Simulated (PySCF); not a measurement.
F$_{2}$Sn (SMILES [F][Sn][F]), singlet, geometry from GFN2-xTB (such geometries of metal compounds can be far from the true shape) (core potentials on Sn). Base run: CAMB3LYP/def2-SVP, polarisability (PySCF).

Here is a job for PySCF.
```python
from pyscf import gto, scf, dft
from pyscf.prop import polarizability

mol = gto.M(
    atom='''
Sn    0.03838572   -0.02309232    0.34066184
F     0.68870354    1.47725703   -0.94011053
F    -0.90195756   -1.34896637   -0.95245525
''',
    basis='def2-svp',
    ecp={'Sn': 'def2-svp'},
    verbose=4,
)

mf = dft.RKS(mol)
mf.xc = 'camb3lyp'
mf.kernel()
alpha = mf.Polarizability().polarizability()[2, 2]
print('alpha_zz =', alpha)
```

Variants of this job, named by their change:

| change | alpha_zz (bohr³) | basis functions | core-seconds (rough) |
|---|---|---|---|
| base | 31.13 | 54 | 8 |
| finite field (a.u.) = 0.001; conv_tol = 1e-11 | 31.13 | 54 | 10 |
| functional = lda,vwn | 32.82 | 54 | 2 |
| basis = def2-TZVP | 35.35 | 112 | 50 |
| functional = pbe | [?] | 54 | 3 |
| finite field (a.u.) = 2e-4; conv_tol = 1e-6 | 12.05 | 54 | 5 |
| finite field (a.u.) = 0.05; conv_tol = 1e-11 | 31.36 | 54 | 10 |
| finite field (a.u.) = 2e-4; conv_tol = 1e-11 | 31.13 | 54 | 6 |
| finite field (a.u.) = 0.005; conv_tol = 1e-11 | 31.13 | 54 | 10 |
| basis = def2-TZVPD | 39.57 | 136 | 50 |
| functional = pbe0 | 31.81 | 54 | 4 |
| functional = hf | [?] | 54 | 0.5 |

Question: Fill in the missing entries.

Answer: 
- functional = pbe, alpha_zz (bohr³): 33.35
- functional = hf, alpha_zz (bohr³): 29.06

Finite-field rows take the second difference of the energy in a field along z; a small field with loose convergence shows SCF noise divided by the square of the field, and a large one adds hyperpolarisability.
